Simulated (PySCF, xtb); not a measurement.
BCl₃H₂O₂Si, SMILES OB(O)[Si](Cl)(Cl)Cl. Atoms are numbered in the order given.

```xyz
9

Si     0.0351     0.2469     0.0000
Cl    -2.0233     0.6270     0.0000
Cl     0.8466     1.1452     1.6752
Cl     0.8466     1.1452    -1.6752
B      0.2123    -1.7697     0.0000
O      1.4464    -2.3168     0.0000
O     -0.9016    -2.5438     0.0000
H      1.4270    -3.2861     0.0000
H     -1.7250    -2.0343     0.0000
```

Geometry: B3LYP-D3(BJ)/def2-SVP. The structure was generated by enumeration, and PubChem lists no compound with its InChIKey, so it may never have been made. One conformer was computed; it need not be the lowest.

Calculation: IEF-PCM-PBE0/def2-SVP (PySCF).

The values are the electrostatic part of the solvation free energy, E(continuum) − E(gas) at the gas-phase geometry, in a cavity of scaled van der Waals radii (PySCF's table); cavitation and dispersion terms are not included. In vacuum the orbital gap is 7.65 eV. The dipole moment in vacuum is 2.52 D.

```
solvent         ε  ΔG(elec) (kcal/mol)  dipole (D)  gap (eV)
----------  -----  -------------------  ----------  --------
water       78.36                 -6.2        3.18      7.74
chloroform   4.71                    …           …         …
benzene      2.27                 -2.7        2.80      7.69
```

What belongs in the gaps? (Estimate from the structure and the level; the computed values follow.)


- chloroform, ΔG(elec) (kcal/mol): -4.3
- chloroform, dipole (D): 2.98
- chloroform, gap (eV): 7.71

For comparison, GFN2-xTB/ALPB(water) (xtb, at the GFN2-xTB geometry, all terms of that model) gives -9.4 kcal/mol.
